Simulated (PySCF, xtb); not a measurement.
C2H9FOSi2, SMILES OC[Si@H](F)C[SiH3].

GFN2-xTB run with xtb 6.7.1 at its own geometry gives an orbital gap of 5.29 eV and a dipole moment of 2.19 D.

Geometry: B3LYP-D3(BJ)/def2-SVP. The structure was generated by enumeration; whether it is a known compound was not checked. One conformer was computed; it need not be the lowest.

### Question
What does r2SCAN/def2-TZVP run with PySCF give? (An estimate is asked for; the answer gives what the named calculation found.)

### Answer
gap 5.86 eV (levels -6.37 and -0.50 eV), dipole 2.01 D.
